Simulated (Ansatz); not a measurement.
The cation of C3H10AgOP (`C[P+](C)(C)[Ag-][OH]`) at the neutral geometry.

```yaml
crystal:
  periodic: [false, false, false]
  atoms:
    - {symbol: C, position_ang: [-0.484615, -1.527639, 0.802822]}
    - {symbol: P, position_ang: [0.041293, -0.003162, -0.039835]}
    - {symbol: C, position_ang: [1.856668, -0.094247, 0.048179]}
    - {symbol: C, position_ang: [-0.298481, -0.367860, -1.790039]}
    - {symbol: Ag, position_ang: [-0.895516, 1.924265, 0.776137]}
    - {symbol: O, position_ang: [-1.641925, 3.650701, 1.422879]}
    - {symbol: H, position_ang: [-0.230292, -1.463041, 1.861776]}
    - {symbol: H, position_ang: [-0.002565, -2.406873, 0.368010]}
    - {symbol: H, position_ang: [-1.567497, -1.632417, 0.721046]}
    - {symbol: H, position_ang: [2.289176, 0.730955, -0.519643]}
    - {symbol: H, position_ang: [2.227035, -1.041473, -0.351983]}
    - {symbol: H, position_ang: [2.174292, 0.008531, 1.086845]}
    - {symbol: H, position_ang: [0.073718, 0.449477, -2.409584]}
    - {symbol: H, position_ang: [0.175812, -1.302191, -2.100899]}
    - {symbol: H, position_ang: [-1.376384, -0.441482, -1.941721]}
    - {symbol: H, position_ang: [-2.340729, 3.516466, 2.066003]}
basis:
  gaussian: {orbitals: def2-QZVPP}
total_charge: 1
magnetization: {spin_polarized: true, initial_magnetization: 1}
correlation: {method: mp2}
scf: {omitted_lower_state_checks: [cluster_reference]}
```

```sh
$ ansatz run in.yaml --threads 2 --pin off --events-out ev --progress --plain --backend cuda
```

Shortened log:

```
Functional definition: HF
4131 factors; integrals over basis functions are off by at most 8.6e-4 eV
mean field evaluation 1: about -18517.5512 eV, gradient 5.4e1 eV
mean field evaluation 2: about -18517.5545 eV, gradient 5.4e1 eV
mean field evaluation 4: about -18527.7605 eV, gradient 2.0e1 eV
mean field evaluation 8: about -18529.8431 eV, gradient 1.7e0 eV
mean field evaluation 16: about -18531.2284 eV, gradient 2.8e0 eV
mean field evaluation 32: about -18531.7803 eV, gradient 7.2e0 eV
mean field evaluation 64: about -18529.3052 eV, gradient 6.9e0 eV
mean field -18532.15580556 eV, -681.0441643079 hartree, gradient 2.7e-6 eV, S^2 0.758311; 5 other end points of the search recorded, 0 dependent functions left out
9 core orbitals not correlated: weight in the atoms' cores, before any rotation towards them, 1.000 or more for the frozen orbitals, at most 0.000 for the correlated occupied ones
reference -18532.15580556 eV, -681.0441643079 hartree; 26, 25 occupied and 651, 652 virtual orbitals, 4131 factors
second order -46.92825957 eV of doubles, -0.00000000 eV of singles
Total energy: -18579.08406513 eV, -682.7687460379 hartree
Checks for a lower state left out: cluster_reference
```

Run time 32 s (2 threads of an AMD EPYC 7R13 on a shared host and a share of an NVIDIA H100 80 GB); peak host memory 1.4 GiB.
